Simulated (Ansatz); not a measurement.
Consider the silylene formation by 1,1-elimination: `OC(F)[SiH3]` → `OCF` + `[SiH2]`.

Gas-phase electronic energies from Ansatz, PBE0-D4/def2-TZVP geometries. CBS: MP2 limit from def2 TZ/QZ plus the TZ coupled-cluster correction, frozen cores. This one scheme is used for every species. DFT in def2-TZVPP. B3LYP here is the variant with VWN-RPA as its local correlation; programs differ in this. One conformer a species, not always the lowest.

| level | ΔE (eV) |
| --- | --- |
| B97M-V | 2.05 |
| PBE0-D4 | 2.23 |
| BHLYP-D4 | 2.15 |
| PBE-QIDH | 2.25 |
| B3LYP | 1.98 |
| r2SCAN0 | 2.30 |
| LC-ωPBE | 2.31 |
| MP2/def2-SVP | 2.14 |

Question: What does CCSD(T)/CBS give? (Estimate.)

Answer: Ansatz gave: +2.12 eV. The listed levels differ from it by -0.07, 0.11, 0.03, 0.13, -0.14, 0.18, 0.19, 0.02 eV.

Largest T1 diagnostic among the species: 0.014.

From PBE to PBE0 (25 % exact exchange), in def2-TZVPP and without D4, ΔE moves by +0.05 eV. The D4 term adds +0.11 eV with B3LYP and +0.06 eV with PBE0; it sums over pairs of atoms, weighted by their polarisabilities, and B3LYP, whose exchange is more repulsive, gets the larger term. Leaving LDA and LC-ωPBE aside and taking each functional with its dispersion term where it has one, the values, not all of them listed here, spread over 0.31 eV, from BLYP-D4 to r2SCAN-D4. LDA lies +0.36 eV from PBE without D4.
